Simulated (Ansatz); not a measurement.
Reaction (ligand exchange at the In–O bond): `[SiH3][O][In]([Cl])[Cl]` + H₂S → `[SH][In]([Cl])[Cl]` + `O[SiH3]`

Computed with Ansatz on PBE0-D4/def2-TZVP structures; ΔE is electronic, products minus reactants. CCSD(T)/CBS is the MP2 limit (def2-TZVPP, def2-QZVPP) plus CCSD(T) − MP2 in def2-TZVPP, frozen cores. This one scheme is used for every species. DFT in def2-TZVPP. Elements past krypton have def2 core potentials. For In outer-core shells are correlated without core-valence functions, which leaves a few kJ/mol of doubt a bond. One conformer a species, not always the lowest.

`[SiH3][O][In]([Cl])[Cl]`:

```xyz
8

Si   -0.890    1.111    0.555
O    -0.547   -0.452    0.203
In    0.927   -1.435   -0.612
Cl    2.784   -0.303   -1.347
Cl    0.733   -3.707   -0.801
H     0.185    2.020    0.067
H    -1.020    1.273    2.028
H    -2.172    1.492   -0.092
```

H₂S:

Z-matrix (Å, degrees):
```
S
H 1 1.341
H 1 1.341 2 92.3
```

`[SH][In]([Cl])[Cl]`:

Cartesian coordinates in Å:
```
S -1.281 1.030 -0.961
In 0.534 -0.098 0.026
Cl 2.699 0.221 -0.689
Cl 0.208 -1.581 1.766
H -2.161 0.427 -0.142
```

`O[SiH3]`:

Cartesian coordinates in Å:
```
O 1.249 0.089 -0.274
Si -0.323 -0.179 0.140
H 1.466 0.926 -0.686
H -0.812 0.827 1.123
H -0.359 -1.531 0.744
H -1.221 -0.131 -1.047
```

Task: Is it downhill or uphill in electronic energy at CCSD(T)/CBS, and by how much? (Estimate.)

Result: Computed: Downhill: ΔE = -50.3 kJ/mol.

Task: What do these levels give: PBE-D4, BLYP-D4, ωB97X-V, ωB97M-V, MP2/def2-SVP, SCS-MP2/def2-TZVPP? (Estimate.)

Result: Computed: PBE-D4 -62.4, BLYP-D4 -54.1, ωB97X-V -52.0, ωB97M-V -56.3, MP2/def2-SVP -40.5, SCS-MP2/def2-TZVPP -49.7 kJ/mol.

Largest T1 diagnostic among the species: 0.014.

Leaving LDA and LC-ωPBE aside and taking each functional with its dispersion term where it has one, the values, not all of them listed here, spread over 12.8 kJ/mol, from HSE06-D4 to CAM-B3LYP-D4. At CCSD(T), def2-SVP lies +9.9 kJ/mol from the extrapolated value and def2-TZVPP −0.2 kJ/mol. From r2SCAN to r2SCAN0 (25 % exact exchange), in def2-TZVPP and without D4, ΔE moves by −3.1 kJ/mol.
